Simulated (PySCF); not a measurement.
**The 14-electron isoelectronic series, spin-free X2C**

Calculated with PySCF 2.14 from differences of total energies of unrestricted determinants, without spin-orbit coupling. Each ion has its own even-tempered basis scaled to its charge (22s15p6d5f for the first); frozen: 1s2. Ionisation energies in eV, correlation energies of the ion in mhartree.

| ion | configuration | UHF | LDA | PBE | PBE0 | r2SCAN | MP2 (outer shells) | E_corr MP2 | NIST (with spin-orbit, Breit and QED) |
| --- | --- | --- | --- | --- | --- | --- | --- | --- | --- |
| P⁺ | [Ne] 3s2 3p2 (3P) | 19.151 | 19.811 | 19.770 | 19.806 | 19.929 | 19.575 | -376.6 | 19.769 (s) |
| S²⁺ | [Ne] 3s2 3p2 (3P) | 34.145 | 34.868 | 34.825 | 34.866 | 35.014 | 34.616 | -386.5 | 34.86 ± 0.04 (s) |
| Cl³⁺ | [Ne] 3s2 3p2 (3P) | 52.442 | 53.227 | 53.175 | 53.218 | 53.397 | 52.947 | -394.5 | 53.24 ± 0.12 (s) |
| K⁵⁺ | [Ne] 3s2 3p2 (3P) | 98.613 | 99.503 | 99.457 | 99.494 | 99.689 | 99.178 | -409.2 | 99.44 ± 0.2 (s) |
| Ca⁶⁺ | [Ne] 3s2 3p2 (3P) | 126.42 | 127.35 | 127.31 | 127.34 | 127.55 | 126.99 | -414.3 | 127.21 ± 0.25 (s) |
| Sc⁷⁺ | [Ne] 3s2 3p2 (3P) | 157.35 | 158.32 | 158.27 | 158.30 | 158.54 | 157.93 | -419.6 | 158.08 ± 0.25 (s) |
| Ti⁸⁺ | [Ne] 3s2 3p2 (3P) | 191.38 | 192.40 | 192.34 | 192.37 | 192.64 | 191.95 | -423.4 | 192.1 ± 0.4 (s) |
| V⁹⁺ | [Ne] 3s2 3p2 (3P) | 228.51 | 229.56 | 229.51 | 229.54 | 229.80 | 229.09 | -427.4 | 230.5 ± 0.5 (s) |
| Cr¹⁰⁺ | [Ne] 3s2 3p2 (3P) | 268.73 | 269.81 | 269.76 | 269.78 | 270.06 | 269.31 | -431.8 | 270.8 ± 0.5 (s) |

Interpolate the row of Ar⁴⁺.

configuration [Ne] 3s2 3p2 (3P); UHF 73.947; LDA 74.788; PBE 74.740; PBE0 74.781; r2SCAN 74.966; MP2 (outer shells) 74.484; E_corr MP2 -402.3; NIST (with spin-orbit, Breit and QED) 74.84 ± 0.17 (s).

Each ion has its own basis, which adds noise of up to about 0.1 % along the series.

NIST values marked (s) are semi-empirical, (t) theoretical. Open shells are high-spin determinants of the terms that Hund's rules give.
